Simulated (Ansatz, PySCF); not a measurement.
Molecule: borinic acid, sum formula H₃BO, charge 0, multiplicity 1. 
Structure (B3LYP-D3(BJ)/def2-TZVP (Ansatz, a first-principles code) minimum search):
SMILES: OB
```xyz
5

B     -0.7100     0.0755    -0.0345
O      0.6342     0.0146     0.0881
H     -1.3022    -0.7421    -0.6782
H     -1.2599     0.9729     0.5246
H      1.0388    -0.7247    -0.3785
```

Wanted: vertical ionisation energy (to the doublet state of charge +1; each state is the SCF solution reached for its spin), in eV. Correlated levels leave the core frozen unless marked. Open shells are spin-unrestricted. Spin-orbit coupling is left out. No relativistic terms. CBS marks a two-point X^-3 extrapolation of the correlation energy; Hartree-Fock from the larger set.

```
level                                 program  vertical ionisation energy (eV)  minus last row
------------------------------------  -------  -------------------------------  --------------
wB97X-V/def2-TZVPD                     Ansatz                            11.95           -0.21
RI-MP2/def2-TZVPPD                     Ansatz                            12.08           -0.08
RI-MP2/CBS(def2-TZVPPD,def2-QZVPPD)    Ansatz                            12.17            0.01
SCS-MP2/aug-cc-pVDZ                    Ansatz                            12.08           -0.08
CCSD/def2-SVPD                         Ansatz                            12.08           -0.08
CCSD/def2-QZVPPD                       Ansatz                            12.20            0.04
CCSD(T)/CBS(def2-TZVPPD,def2-QZVPPD)   Ansatz                            12.16            0.00
```

For comparison, minus the highest occupied orbital energy (PySCF): 9.03 eV at PW6B95/def2-TZVPD, 7.37 eV at BLYP/def2-TZVPD, 7.51 eV at BP86/def2-TZVPD.
